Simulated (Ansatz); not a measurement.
Ansatz (an electronic-structure program) input file for (1Z)-1-chloro-2-fluorobuta-1,3-diene (C₄H₄ClF), SMILES C=C/C(F)=C/Cl, CAM-B3LYP/def2-SVPD. The structure is a stationary point at B3LYP-D3(BJ)/def2-SVP. The values are those of a single conformer.

Ansatz 0.2 input:
```yaml
crystal:
  periodic: [false, false, false]
  atoms:
    - {symbol: C, position_ang: [-0.01470149, -2.91527673, 0.00000000]}
    - {symbol: C, position_ang: [0.67701226, -1.76593278, 0.00000000]}
    - {symbol: C, position_ang: [0.05852238, -0.45031807, 0.00000000]}
    - {symbol: F, position_ang: [-1.27935837, -0.43837297, 0.00000000]}
    - {symbol: C, position_ang: [0.74368959, 0.70754436, 0.00000000]}
    - {symbol: Cl, position_ang: [-0.01568908, 2.25557513, 0.00000000]}
    - {symbol: H, position_ang: [-1.10693396, -2.91649026, 0.00000000]}
    - {symbol: H, position_ang: [0.49645393, -3.88000272, 0.00000000]}
    - {symbol: H, position_ang: [1.77087772, -1.77096933, 0.00000000]}
    - {symbol: H, position_ang: [1.83340560, 0.71194119, 0.00000000]}
basis:
  gaussian:
    orbitals: def2-SVPD
hamiltonian:
  xc: {name: CAM-B3LYP}
```

Program output:

```
WARN ansatz: RAYON_NUM_THREADS=1 ignored (pool sized by the plan → 1); use --threads N
Functional definition: CAM-B3LYP
integrals: 0.12 GiB planned
1393 factors; their error is unknown
integrals: 0.15 GiB planned
519 factors; integrals over basis functions are off by at most 2.6e-5 eV
mean field: 1.06 GiB planned
mean field evaluation 1: about -19436.9139 eV, gradient 3.7e1 eV
mean field evaluation 2: about -19437.9504 eV, gradient 3.1e1 eV
mean field evaluation 4: about -19440.1334 eV, gradient 2.5e0 eV
mean field evaluation 8: about -19440.1690 eV, gradient 5.7e-2 eV
mean field evaluation 16: about -19440.1690 eV, gradient 6.2e-5 eV
mean field -19440.16902825 eV, -714.4130347685 hartree, gradient 6.2e-5 eV, S^2 0.000000; 0 other end points of the search recorded, 0 dependent functions left out
reference -19440.16916482 eV, -714.4130397874 hartree; 27, 27 occupied and 135, 135 virtual orbitals, 1393 factors
Total energy: -19440.16916482 eV, -714.4130397874 hartree
```

The calculation finished and met its thresholds.

Cost: about 7 core-seconds (a rough figure).
